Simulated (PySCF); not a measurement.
MnO₄⁻: fields on a plane

Method: PBE0 in PySCF with Mn def2-SVPD, O def2-SVPD; no relativity; density-fitted integrals.

The singlet minimum has Mn–O 1.581 Å (×4); O–Mn–O 109.5° (×6).

The plane holds Mn1 at (0.00, 0.00), O2 at (1.58, 0.00), O3 at (-0.53, 1.49) Å. Columns run from x = -2.55 to 3.75 Å, rows from y = 3.75 (top) to -1.95 Å, in steps of 0.3 Å. Other isomers or separated fragments may lie lower.

Give the electron localisation function (set to 0 where the density is under 0.005 e/Å³). Every second row and column.


```
0.00 0.00 0.00 0.00 0.00 0.00 0.00 0.00 0.00 0.00 0.00
0.00 0.00 0.00 0.16 0.16 0.00 0.00 0.00 0.00 0.00 0.00
0.00 0.12 0.42 0.62 0.60 0.34 0.00 0.00 0.00 0.00 0.00
0.00 0.33 0.75 0.86 0.87 0.56 0.02 0.00 0.00 0.00 0.00
0.00 0.35 0.80 0.22 0.71 0.51 0.06 0.25 0.28 0.08 0.00
0.00 0.15 0.51 0.59 0.29 0.15 0.56 0.82 0.70 0.33 0.00
0.00 0.02 0.08 0.28 0.18 0.76 0.77 0.26 0.86 0.46 0.00
0.00 0.02 0.10 0.14 0.78 0.57 0.75 0.82 0.82 0.41 0.00
0.00 0.01 0.05 0.15 0.10 0.06 0.40 0.63 0.51 0.21 0.00
0.00 0.00 0.01 0.03 0.07 0.04 0.05 0.17 0.13 0.00 0.00
```

Give the electron density (e/Å³) (cut at 5 e/Å³). Lower edges of the bins (e/Å³): '_' 0.000, '.' 0.030, ':' 0.076, '-' 0.151, '=' 0.268, '+' 0.455, '*' 0.750, '#' 1.218, '%' 1.960, '@' 3.136; top 5.00, each point printed twice.


```
____________________________________________
____________________________________________
____________________________________________
____________......__________________________
________..::::--::....______________________
______..::==++**++--::..____________________
______::==**%%@@##++--..____________________
____..::++%%@@@@@@**==::..__________________
____..::++%%@@@@@@##==::........____________
____..::==##%%@@%%**==--------::::..________
______..--++**######++==++****++--::________
______..::--++%%@@@@%%**##%%@@%%++--..______
______..::--**@@@@@@@@##%%@@@@@@**--..______
______..::--**@@@@@@@@##%%@@@@@@**--..______
______..::--++%%@@@@%%**##%%@@%%++--..______
______..::--==++****++==++****++--::________
________..::----==----::------::::..________
________....::::::::............____________
__________............______________________
____________________________________________
```

The lowest empty level of this anion is unbound, so it and the gap depend on the basis.
